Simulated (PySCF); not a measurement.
# GeF⁺, CCSD(T): how much the basis matters

PySCF, RHF reference; singlet, unpaired electrons none; De to Ge⁺ + F without counterpoise correction. Frozen cores follow the default of each basis and core potential.

| basis | relativity | functions | Re (Å) | ωe (cm⁻¹) | De (eV) | frozen orbitals |
| --- | --- | --- | --- | --- | --- | --- |
| cc-pVDZ-PP/cc-pVDZ | scalar-relativistic core potentials | 37 | 1.712 | 789 | 5.07 | 5 |
| jorge-DZP-DKH | spin-free X2C | 58 | 1.679 | 792 | 5.06 | 10 |
| def2-TZVPPD | no relativity | 94 | 1.676 | 812 | 5.70 | 10 |

**Question.** How does each smaller set differ from the one with most functions, def2-TZVPPD?

**Answer.** cc-pVDZ-PP/cc-pVDZ: +3.6 pm, -2.8 % in ωe, -0.63 eV in De; jorge-DZP-DKH: +0.3 pm, -2.5 % in ωe, -0.64 eV in De. All at CCSD(T); the set with most functions is neither the basis-set limit nor always the best. The rows treat relativity differently, so the differences are not basis effects alone.

Correlated steps freeze the inner cores (5 to 10 orbitals); shallow outer-core shells are correlated. Correlated levels converge slowly with the basis: in double zeta they bind strong bonds too weakly, by up to about 1 eV, and carry superposition errors of some tenths. For an ion De counts to the pair picked by the measured ionisation energies or electron affinities, which need not be the lowest pair at this level. Where the molecule has an RHF reference, its open-shell atoms are computed with UHF.
